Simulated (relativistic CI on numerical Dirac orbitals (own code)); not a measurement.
Yb⁴⁺: N4,5 absorption edge

Computed with this model: Dirac-Coulomb-Breit CI, KLI orbitals optimised for each configuration, QED by a radiative potential, valence Slater integrals scaled by 0.9, multiplet model of core-to-valence dipole absorption; configurations [Xe] 4f12 → [Kr] 4d9 4f13 5s2 5p6; 300 K; Lorentzian 0.5 eV and Gaussian 0.2 eV FWHM. Energies are those of the free ion, without screening or charge transfer. The branching ratio is the share of the lower-energy edge in the whole absorption, uncertain by about 0.02 where the edges overlap. S is read from ⟨S²⟩ = S(S + 1).

Field parameters in Wybourne normalisation; cubic f-shell fields have B⁴₄ = √(5/14) B⁴₀ and B⁶₄ = −√(7/2) B⁶₀. The field is a parameter set, without covalency.

Computed curve for D4h, B20 = -760, B40 = -2040, B44 = 1100, B60 = -400, B64 = -1100 cm⁻¹, scaled to 100 at the maximum (points under 2 are left out and the grid is thinned):

Energy (eV), Intensity and a bar:
```
    180.7        2.2 
    180.8        2.7 
    180.9        3.4 
    181.1        5.9 #
    181.2        8.2 ##
    181.3       11.8 ###
    181.4       16.9 #####
    181.5       22.9 ######
    181.6       26.9 ########
    181.8       20.8 ######
    181.9       14.8 ####
    182.0       10.3 ###
    182.1        7.2 ##
    182.2        5.3 #
    182.4        3.1 
    182.5        2.5 
    182.6        2.1 
    185.0        2.5 
    185.1        3.2 
    185.3        6.3 #
    185.4        8.9 ##
    185.5       11.4 ###
    185.6       12.3 ###
    185.7       10.9 ###
    185.8        8.3 ##
    186.0        4.1 #
    186.1        3.0 
    186.2        2.3 
    189.6        2.0 
    189.7        2.2 
    189.9        2.8 
    190.0        3.2 
    190.1        3.6 
    190.2        4.2 #
    190.3        4.8 #
    190.5        6.9 #
    190.6        8.4 ##
    190.7       10.5 ###
    190.8       13.5 ####
    190.9       17.9 #####
    191.0       24.6 #######
    191.2       50.9 ###############
    191.3       72.3 ######################
    191.4       92.9 ############################
    191.5      100.0 ##############################
    191.6       87.8 ##########################
    191.8       45.7 #############
    191.9       31.6 #########
    192.0       22.4 ######
    192.1       16.5 ####
    192.2       12.6 ###
    192.4        7.9 ##
    192.5        6.5 #
    192.6        5.4 #
    192.7        4.6 #
    192.8        3.9 #
    192.9        3.4 
    193.1        2.6 
    193.2        2.4 
    193.3        2.1
```

The ground state has S = 0.99, and the centroid lies at 189.12 eV.
